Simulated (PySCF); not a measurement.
A PySCF script (with the pyscf-properties extension) for the NMR shieldings of `O[SiH2][C@H]1BCCC1`, C4H11BOSi, on a GFN2-xTB geometry:

```python
import basis_set_exchange as bse
import numpy as np
from pyscf import gto, dft
from pyscf.prop import nmr

atoms = """
O     2.850013    0.451283   -0.640809
Si    1.754929    0.724699    0.533102
C     0.404594   -0.639252    0.532600
B    -0.798020   -0.105459    1.358343
C    -1.927904    0.280732    0.328128
C    -1.252496    0.178216   -1.048847
C    -0.156660   -0.874011   -0.881444
H     3.276422   -0.393972   -0.754185
H     1.285599    2.048810    0.149899
H     2.403518    0.718111    1.848906
H     0.892055   -1.538793    0.919413
H    -0.860134   -0.012583    2.521121
H    -2.407968    1.249120    0.473883
H    -2.729395   -0.462252    0.395165
H    -0.793102    1.136476   -1.299077
H    -1.950638   -0.079884   -1.846644
H     0.597208   -0.800404   -1.668033
H    -0.596782   -1.874520   -0.933178
"""
names = dict.fromkeys(["O", "Si", "C", "B", "H"], "pcSseg-1")
basis = {el: gto.basis.parse(bse.get_basis(n, elements=[el], fmt="nwchem")) for el, n in names.items()}
mol = gto.M(atom=atoms, basis=basis, charge=0, verbose=0)
mf = dft.RKS(mol, xc="PBE0")
mf.grids.level = 2
mf.grids.alignment = dft.numint.BLKSIZE   # the property module wants whole blocks of grid points
mf.conv_tol = 1e-9
mf.kernel()

calc = nmr.RKS(mf)   # GIAO
C = mf.mo_coeff
Co = C[:, mf.mo_occ > 0]
resp = mf.gen_response(singlet=True, hermi=2)
def vind(x):   # induced exchange potential for any number of trial vectors
    d = np.einsum("pi,xij,qj->xpq", C, 2 * x.reshape(-1, C.shape[1], Co.shape[1]), Co, optimize=True)
    return np.einsum("xpq,pi,qj->xij", resp(d - d.transpose(0, 2, 1)), C, Co, optimize=True).ravel()
mo1, _ = nmr.rhf.solve_mo1(calc, with_cphf=vind)
sigma = calc.kernel(mo1)
for i, s in enumerate(sigma):   # ppm
    w = np.linalg.eigvalsh((s + s.T) / 2)
    print("%2d %-2s iso %8.1f  s11 %8.1f  s22 %8.1f  s33 %8.1f" % (i, mol.atom_pure_symbol(i), w.mean(), *w))
```

Q: What are the results?

A: 
```
 0 O  iso    321.2  s11    280.0  s22    330.5  s33    353.1
 1 Si iso    376.0  s11    327.7  s22    367.4  s33    432.7
 2 C  iso    136.1  s11     91.2  s22    148.5  s33    168.6
 3 B  iso     10.6  s11    -61.0  s22    -23.4  s33    116.1
 4 C  iso    153.8  s11    140.8  s22    151.9  s33    168.6
 5 C  iso    158.2  s11    131.8  s22    169.2  s33    173.5
 6 C  iso    155.5  s11    127.5  s22    163.9  s33    175.0
 7 H  iso     31.0  s11     23.3  s22     25.8  s33     43.8
 8 H  iso     27.1  s11     23.2  s22     26.6  s33     31.6
 9 H  iso     26.5  s11     22.4  s22     25.3  s33     31.9
10 H  iso     29.3  s11     25.1  s22     28.7  s33     34.2
11 H  iso     23.8  s11     18.5  s22     25.7  s33     27.2
12 H  iso     29.8  s11     25.1  s22     28.2  s33     36.1
13 H  iso     30.6  s11     25.2  s22     28.7  s33     38.0
14 H  iso     30.0  s11     25.3  s22     28.9  s33     35.7
15 H  iso     29.5  s11     24.5  s22     27.7  s33     36.4
16 H  iso     29.3  s11     24.4  s22     28.7  s33     34.6
17 H  iso     29.9  s11     24.7  s22     28.3  s33     36.9
```

These numbers come from an equivalent density-fitted implementation of the same equations, which agrees with the script to about 0.01 ppm for H and up to a few tenths of a ppm for heavy atoms, so last digits may differ.

Size and cost of the density-fitted run: 181 basis functions, 50 s wall time on 1 thread of an Arm Neoverse N1, shared host; peak memory 0.82 GiB.
